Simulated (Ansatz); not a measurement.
`P[SiH]1CN1` + H₂S → `S[SiH]1CN1` + PH₃  (cleavage of the Si–P bond)

Gas-phase electronic energies from Ansatz, PBE0-D4/def2-TZVP geometries. CCSD(T)/CBS is the MP2 limit (def2-TZVPP, def2-QZVPP) plus CCSD(T) − MP2 in def2-TZVPP, frozen cores. This one scheme is used for every species. DFT in def2-TZVPP. One conformer a species, not always the lowest.

```tsv
level	ΔE (kcal/mol)
r2SCANh-D4	-10.0
r2SCAN0-D4	-10.2
revPBE	-8.8
r2SCAN	-10.0
HF/def2-TZVPP	-12.3
MP2/def2-TZVPP	-10.7
SCS-MP2/def2-TZVPP	-10.9
SCS-MP2/def2-QZVPP	-10.9
```

Task: What does CCSD(T)/CBS give? (An estimate is asked.)

Result: Computed: -10.0 kcal/mol. The listed levels differ from it by 0.0, -0.2, 1.2, 0.0, -2.3, -0.7, -0.9, -0.9 kcal/mol.

Largest T1 diagnostic among the species: 0.014.

In def2-TZVPP, CCSD(T) changes the Hartree–Fock value by +2.4 kcal/mol (the triples alone add +0.3 kcal/mol) and MP2 by +1.7 kcal/mol. Leaving LDA and LC-ωPBE aside and taking each functional with its dispersion term where it has one, the values, not all of them listed here, spread over 2.3 kcal/mol, from BHLYP-D4 to revPBE-D4.
